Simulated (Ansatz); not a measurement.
A calculation with Ansatz (development build ahead of 0.2.0).

```yaml
crystal:
  periodic: [false, false, false]
  atoms:
    - { symbol: H, position_ang: [1.44, 0.0, 0.0] }
    - { symbol: H, position_ang: [1.16498, 0.84641, 0.0] }
    - { symbol: H, position_ang: [0.44498, 1.36952, 0.0] }
    - { symbol: H, position_ang: [-0.44498, 1.36952, 0.0] }
    - { symbol: H, position_ang: [-1.16498, 0.84641, 0.0] }
    - { symbol: H, position_ang: [-1.44, 0.0, 0.0] }
    - { symbol: H, position_ang: [-1.16498, -0.84641, 0.0] }
    - { symbol: H, position_ang: [-0.44498, -1.36952, 0.0] }
    - { symbol: H, position_ang: [0.44498, -1.36952, 0.0] }
    - { symbol: H, position_ang: [1.16498, -0.84641, 0.0] }
basis:
  gaussian: { orbitals: aug-cc-pVDZ }
total_charge: 1
magnetization:
  spin_polarized: true
  initial_magnetization: 1
hamiltonian:
  xc: hf
correlation:
  method: mp2
  frozen_orbitals: { H: 0 }
output:
  forces: true
```

The input is written out in the form of the current development build from the run's settings.

Results

```json
{
  "Converged": "yes",
  "Reference energy": "-5.01325 hartree",
  "Correlation energy": "-0.17121 hartree",
  "Total energy": "-5.18446 hartree",
  "Spin squared of the determinant": "0.797",
  "Stability test": "minimum"
}
```

Forces (eV/Å):
| atom | Fx | Fy | Fz |
| --- | --- | --- | --- |
| H1 | 0.857 | -3.407 | 0.000 |
| H2 | -1.309 | 3.260 | 0.000 |
| H3 | 2.426 | 0.654 | 0.000 |
| H4 | -0.167 | 0.513 | 0.000 |
| H5 | -2.347 | -0.897 | 0.000 |
| H6 | -0.857 | 3.407 | 0.000 |
| H7 | 1.309 | -3.260 | 0.000 |
| H8 | -2.426 | -0.654 | 0.000 |
| H9 | 0.167 | -0.513 | 0.000 |
| H10 | 2.347 | 0.897 | 0.000 |

Caution: bonds are stretched, where a single reference can fail; the charge can sit on one fragment and break the point group; the determinant breaks the point group.
